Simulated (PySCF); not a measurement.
```xyz
3
charge 0 multiplicity 1, angstrom
Hf    0.0000    0.0000   -0.0164
H     1.0191    0.0000    1.4668
H    -1.0191    0.0000    1.4668
```

Computed with PBE0/[Hf def2-TZVP with ECP60, H def2-TZVP], scalar-relativistic core potentials, density fitting, no spin–orbit coupling, PySCF.

This geometry of HfH₂ is a stationary point at this level.

**Question.** What is the point group?

**Answer.** C2v.

**Question.** Is it a minimum?

**Answer.** Yes: all harmonic wavenumbers are real.

**Question.** List the harmonic modes with their infrared intensities.

**Answer.** 
```json
{"symmetry": "a1", "ω (cm⁻¹)": "536", "IR (km/mol)": "21.2"}
{"symmetry": "b2", "ω (cm⁻¹)": "1722", "IR (km/mol)": "38.2"}
{"symmetry": "a1", "ω (cm⁻¹)": "1790", "IR (km/mol)": "140"}
```

In C2v the vibrations span 2a1 + b2. Here b1 is antisymmetric to the molecular plane and b2 lies in it.

Stability towards spin polarisation was not tested. Other isomers or separated fragments may lie lower. At this level a broken-symmetry Ms = 0 minimum of C2v symmetry lies 58 kJ/mol below this structure. With an element this heavy the missing spin–orbit coupling can shift these numbers.
